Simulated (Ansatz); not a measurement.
A structure relaxed at PBE0-D4/def2-TZVP, charge 0, multiplicity 1:

```xyz
9

Si    1.0861    1.3700    0.6289
B     0.1724   -0.1769   -0.2645
O     0.2863   -1.0842   -1.1732
Ge   -1.5210   -1.3277   -0.3331
H     0.2297    2.5708    0.4458
H     1.1848    1.0655    2.0802
H     2.4419    1.6322    0.0783
H    -2.4353   -1.2473   -1.5714
H    -1.4450   -2.8023    0.1090
```

Question: Give its formula and SMILES.

Answer: BGeH5OSi, `[SiH3][B]1[O][GeH2]1`.

Question: Point group (tolerance 0.08 Å, 0.16 Å for H)?

Answer: Cs.

Question: Summarise the bond lengths by kind.

Answer: 1 × B–Si 2.007 Å; 3 × H–Si 1.486 to 1.487 Å; 1 × B–O 1.289 Å; 1 × B–Ge 2.049 Å; 1 × Ge–O 2.008 Å; 2 × Ge–H 1.541 Å.

All numbers were calculated with Ansatz.
